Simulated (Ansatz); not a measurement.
A geometry relaxed with B3LYP-D3(BJ)/def2-TZVP (Ansatz, a first-principles code), charge 0, multiplicity 1:

```xyz
6

H     -1.0462     1.3069    -0.6778
H     -1.0521    -0.0445     1.4672
C      1.3180    -0.0146    -0.0056
N      2.4697    -0.0284    -0.0109
Ge    -0.6147     0.0070     0.0027
H     -1.0747    -1.2264    -0.7756
```

**Question.** Write the SMILES of this molecule.

**Answer.** `N#[C][GeH3]`
